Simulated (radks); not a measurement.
Results of a calculation; reference values are marked as such.
How relativity changes the ionisation of neutral cobalt ([Ar] 3d7 4s2) to Co+ ([Ar] 3d8). Spin-unpolarised spherical Kohn-Sham, LDA (Slater exchange, Perdew-Wang correlation), point nucleus unless stated (finite: rms radius 3.7875 fm), a radial shooting solver on a logarithmic mesh with Libxc functionals. A level marked "c x" has the speed of light scaled by that factor and shares open shells by 2j + 1; other Dirac levels either fill j = l - 1/2 first or share by 2j + 1.

level,E(Co) (hartree),E(Co+) (hartree),IE (eV),HOMO,<r> HOMO (bohr)
non-rel.,-1380.08060,-1379.85433,6.157,4s,2.907
scalar-rel.,-1390.77765,-1390.53178,6.690,4s,2.869
"scalar-rel., finite nucleus",-1390.77263,-1390.52677,6.690,4s,2.869
"Dirac, 2j+1 shares",-1390.81052,-1390.56466,6.690,4s1/2,2.869
"Dirac, low j first",-1390.81905,-1390.56988,6.780,4s1/2,2.870
"Dirac, 2j+1 shares, finite nucleus",-1390.80550,-1390.55964,6.690,4s1/2,2.869
"Dirac, c x 0.75",-1399.44818,-1399.18658,7.119,4s1/2,2.839
"Dirac, c x 0.85",-1395.04291,-1394.78933,6.900,4s1/2,2.854
"Dirac, c x 5",-1380.50203,-1380.27498,6.178,4s1/2,2.906

NIST Atomic Spectra Database: 7.881 eV (measured). The relativistic part of the total energy of Co is -10.72 hartree (Dirac, 2j+1 shares, finite nucleus), 0.78 % of the non-relativistic value. Spin polarisation and multiplet splitting of open shells are left out at every level.

Beside tabulated values, note that spin-unpolarised runs miss the spin-polarisation part of the exchange energy of open shells.
